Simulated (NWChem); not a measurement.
System: SiHOI, singlet; SMILES O[Si]I

Here is an NWChem input.

```
start job
memory heap 200 mb stack 900 mb global 1100 mb
geometry units angstroms
  Si    -0.227534    -1.339338     1.217962
  I      0.174004     0.610327    -0.281563
  O     -0.903369    -2.289925     0.082206
  H     -1.228370    -3.174657     0.207598
end
basis spherical
  * library def2-svp
end
ecp
  I library def2-ecp
end
dft
  xc pbe0
  iterations 150
end
driver
  maxiter 120
end
task dft optimize
dft
  grid fine
  convergence energy 1d-8 density 1d-7
end
task dft freq numerical
```

Excerpt of the output:

```
             Northwest Computational Chemistry Package (NWChem) 7.3.0
             --------------------------------------------------------

 CS  symmetry detected

                             Geometry "geometry" -> ""
                             -------------------------

 Output coordinates in angstroms (scale by  1.889725989 to convert to a.u.)

  No.       Tag          Charge          X              Y              Z
 ---- ---------------- ---------- -------------- -------------- --------------
    1 Si                  14.0000     0.66952706     1.58282451     0.00000000
    2 I                   53.0000    -0.03035575    -0.80907132     0.00000000
    3 O                    8.0000    -0.83696902     2.19989814     0.00000000
    4 H                    1.0000    -1.06877218     3.12205149     0.00000000

 Effective nuclear repulsion energy (a.u.)     280.5233177606

      Symmetry information
      --------------------

 Group name             Cs
 Group number              2
 Group order               2
 No. of unique centers     4

                                Z-matrix (autoz)
                                --------

 Units are Angstrom for bonds and degrees for angles

      Type          Name      I     J     K     L     M      Value
      ----------- --------  ----- ----- ----- ----- ----- ----------
    1 Stretch                  1     2                       2.49219
    2 Stretch                  1     3                       1.62798
    3 Stretch                  3     4                       0.95084
    4 Bend                     1     3     4               126.38461
    5 Bend                     2     1     3                95.96464
    6 Torsion                  2     1     3     4         180.00000

                           NWChem Geometry Optimization
                           ----------------------------

 maximum gradient threshold         (gmax) =   0.000450
 rms gradient threshold             (grms) =   0.000300
 maximum cartesian step threshold   (xmax) =   0.001800
 rms cartesian step threshold       (xrms) =   0.001200
 fixed trust radius                (trust) =   0.300000
 source of zmatrix                         =   autoz

          -------------------
          Energy Minimization
          -------------------

 Using diagonal initial Hessian
 Scaling for Hessian diagonals: bonds = 1.00  angles = 0.25  torsions = 0.10

          --------
          Step   0

[...]

      ----------------------
      Optimization converged
      ----------------------

  Step       Energy      Delta E   Gmax     Grms     Xrms     Xmax
  ---- ---------------- -------- -------- -------- -------- --------
@    7    -662.72677962 -1.6D-07  0.00011  0.00005  0.00022  0.00052
                                     ok       ok       ok       ok

                                Z-matrix (autoz)
                                --------

 Units are Angstrom for bonds and degrees for angles

      Type          Name      I     J     K     L     M      Value     Gradient
      ----------- --------  ----- ----- ----- ----- ----- ---------- ----------
    1 Stretch                  1     2                       2.49412    0.00003
    2 Stretch                  1     3                       1.66447   -0.00011
    3 Stretch                  3     4                       0.96601   -0.00004
    4 Bend                     1     3     4               114.61052   -0.00002
    5 Bend                     2     1     3                99.36763    0.00002
    6 Torsion                  2     1     3     4         180.00000    0.00000

                         Geometry "geometry" -> "geometry"
                         ---------------------------------

 Output coordinates in angstroms (scale by  1.889725989 to convert to a.u.)

[...]

 Rotational Constants
 --------------------
 A=   0.692077 cm-1  (  0.995722 K)
 B=   0.068183 cm-1  (  0.098098 K)
 C=   0.062068 cm-1  (  0.089300 K)

 Temperature                      =   298.15K
 frequency scaling parameter      =   1.0000

 Zero-Point correction to Energy  =    9.346 kcal/mol  (  0.014894 au)
 Thermal correction to Energy     =   11.946 kcal/mol  (  0.019038 au)
 Thermal correction to Enthalpy   =   12.539 kcal/mol  (  0.019981 au)

 Total Entropy                    =   71.530 cal/mol-K
   - Translational                =   41.314 cal/mol-K (mol. weight = 171.8801)
   - Rotational                   =   25.802 cal/mol-K (symmetry #  =        1)
   - Vibrational                  =    4.414 cal/mol-K

 Cv (constant volume heat capacity) =   11.916 cal/mol-K
   - Translational                  =    2.979 cal/mol-K
   - Rotational                     =    2.979 cal/mol-K
   - Vibrational                    =    5.957 cal/mol-K

[normal modes left out]

 ----------------------------------------------------------------------------
 Normal Eigenvalue ||           Projected Infra Red Intensities
  Mode   [cm**-1]  || [atomic units] [(debye/angs)**2] [(KM/mol)] [arbitrary]
 ------ ---------- || -------------- ----------------- ---------- -----------
    1       -0.000 ||    0.000003           0.000         0.003       0.000
    2       -0.000 ||    0.001055           0.024         1.028       0.186
    3       -0.000 ||    0.000323           0.007         0.314       0.057
    4       -0.000 ||    0.000974           0.022         0.949       0.172
    5       -0.000 ||    0.000423           0.010         0.412       0.075
    6        0.000 ||    0.000264           0.006         0.257       0.047
    7      197.648 ||    0.001357           0.031         1.323       0.240
    8      356.793 ||    0.092574           2.136        90.246      16.361
    9      470.468 ||    0.107960           2.491       105.245      19.080
   10      767.871 ||    0.182950           4.221       178.348      32.333
   11      875.614 ||    0.109060           2.516       106.317      19.274
   12     3872.624 ||    0.182060           4.200       177.481      32.175
 ----------------------------------------------------------------------------
```

Level: PBE0/def2-SVP with def2 effective core potentials on I. Low-valent species are run as closed-shell singlets; no triplet was tried in these runs. def2 effective core potentials on I; no spin-orbit coupling.
